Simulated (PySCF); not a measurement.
**NaIn: frontier orbitals**

CAM-B3LYP at R = 3.271 Å; PySCF, scalar-relativistic core potentials, basis sets Na def2-SVP, In def2-SVP with ECP28. State: ¹Σ⁺ (singlet), closed shell. Only the outer orbitals are listed, counted within each symmetry, core potentials removing the inner ones.

```json
{"orbital": "1δ", "occ.": "2", "ε (eV)": "-22.10", "on Na (%)": "0", "main shells (%)": "100 In d"}
{"orbital": "1δ", "occ.": "2", "ε (eV)": "-22.10", "on Na (%)": "0", "main shells (%)": "100 In d"}
{"orbital": "3π", "occ.": "2", "ε (eV)": "-21.83", "on Na (%)": "0", "main shells (%)": "100 In d"}
{"orbital": "3π", "occ.": "2", "ε (eV)": "-21.83", "on Na (%)": "0", "main shells (%)": "100 In d"}
{"orbital": "6σ", "occ.": "2", "ε (eV)": "-21.75", "on Na (%)": "0", "main shells (%)": "100 In d"}
{"orbital": "7σ", "occ.": "2", "ε (eV)": "-10.20", "on Na (%)": "6", "main shells (%)": "94 In s"}
{"orbital": "8σ", "occ.": "2", "ε (eV)": "-4.25", "on Na (%)": "44", "main shells (%)": "54 In p, 43 Na s"}
{"orbital": "4π", "occ.": "0", "ε (eV)": "-0.75", "on Na (%)": "9", "main shells (%)": "91 In p, 9 Na p"}
{"orbital": "4π", "occ.": "0", "ε (eV)": "-0.75", "on Na (%)": "9", "main shells (%)": "91 In p, 9 Na p"}
{"orbital": "9σ", "occ.": "0", "ε (eV)": "-0.43", "on Na (%)": "73", "main shells (%)": "57 Na s, 28 In p, 16 Na p"}
```

Question: Which are the highest filled and the lowest empty level, where do they sit, and how wide is the gap?

Answer: Highest filled 8σ at -4.25 eV (in %: 54 In p, 43 Na s); lowest empty 4π at -0.75 eV (in %: 91 In p, 9 Na p); the gap at CAM-B3LYP is 3.50 eV.

* bond order (Mayer): 1.05
* ⟨S²⟩: 0.000
* charge on Na (Mulliken, basis-dependent): -0.01
* charge on Na (Löwdin, basis-dependent): -0.06
* dipole moment (positive dipole means Na(−)In(+)): -2.25 D
* polarisability along the bond: 312.7 bohr³
* polarisability across the bond: 106.3 bohr³

Closed-shell solutions of metal pairs were not tested for spin polarisation, which can lower them a little. Spin–orbit coupling is left out.
